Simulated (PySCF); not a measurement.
BEt2(NCO), C5H10BNO.
Structure used (PBE0-D3(BJ)/def2-SVP), in Å, numbered top down from 1:
```xyz
18
C5H10BNO angstrom
B     -0.190   -0.264    0.008
C      1.381   -0.246   -0.119
C      2.008   -0.425    1.271
H      1.723    0.707   -0.556
H      1.729   -1.057   -0.781
H      3.108   -0.414    1.224
H      1.703    0.379    1.961
H      1.708   -1.381    1.728
C     -1.042    1.058    0.109
C     -1.352    1.583   -1.300
H     -0.470    1.825    0.660
H     -1.983    0.889    0.656
H     -1.907    2.533   -1.264
H     -0.432    1.763   -1.880
H     -1.965    0.867   -1.871
N     -0.856   -1.525    0.040
C     -1.359   -2.609    0.079
O     -1.860   -3.665    0.116
```

Level of theory: PySCF 2.14.0, density-fitted response routines, TDDFT PBE0/def2-SVPD, vertical, gas phase, core orbitals frozen in the response.

Frontier orbitals with the atoms that hold most of them (Löwdin shares over 4%, at most four atoms; ? is withheld):

```json
{"orbital": "LUMO+2", "ε (eV)": "1.03", "atoms": "C17 28%, O18 12%, C10 10%, H4 8%"}
{"orbital": "LUMO+1", "ε (eV)": "0.21", "atoms": "B1 29%, C17 19%, O18 7%, C3 6%"}
{"orbital": "LUMO", "ε (eV)": "-1.20", "atoms": "?"}
{"orbital": "HOMO", "ε (eV)": "-7.78", "atoms": "?"}
{"orbital": "HOMO-1", "ε (eV)": "-9.16", "atoms": "N16 36%, O18 27%, C17 12%, B1 5%"}
{"orbital": "HOMO-2", "ε (eV)": "-9.31", "atoms": "N16 19%, O18 15%, C9 12%, C2 10%"}
{"orbital": "HOMO-3", "ε (eV)": "-9.48", "atoms": "C9 15%, C2 15%, C10 12%, C3 10%"}
```

Task: Give the leading atoms of the LUMO.

Result: B1 (bonded to 2 C and N) 31%; N16 (bonded to B and C) 14%; C17 (bonded to N and O) 12%; O18 (bonded to C) 11%.

Task: Which atoms hold the HOMO, and with what shares?

Result: N16 (bonded to B and C) 22%; O18 (bonded to C) 15%; B1 (bonded to 2 C and N) 14%; C2 (bonded to B, C and 2 H) 13%.

Task: The HOMO–LUMO gap is 6.58 eV. Where does the response calculation put the lowest singlet, and from which orbitals?

Result: S1 is at 4.87 eV (f = 0.0006), 1.71 eV below the gap, made of HOMO→LUMO (98%). 

Task: Give energy, strength and leading configuration of S1, S2 and S4, and follow the Löwdin shares of the leading atoms from the occupied to the empty orbital.

Result: 
- S1 (4.87 eV, f 0.0006), HOMO→LUMO (98%): N16 22% → 14%, O18 15% → 11%, B1 14% → 31%
- S2 (6.52 eV, f 0.0001), HOMO-2→LUMO (74%): N16 19% → 14%, O18 15% → 11%, B1 at most 11% → 31%
- S4 (6.87 eV, f 0.016), HOMO→LUMO+1 (90%): N16 22% → at most 7%, O18 15% → 7%, B1 14% → 29%, C17 at most 13% → 19%

Time: 81 s (with the writing of density and orbital grids); peak memory 1.0 GiB. Hardware: one thread of an Arm Neoverse V1, no GPU, shared host with 64 logical CPUs at a one-minute load of 52.

One conformer stands for the species.
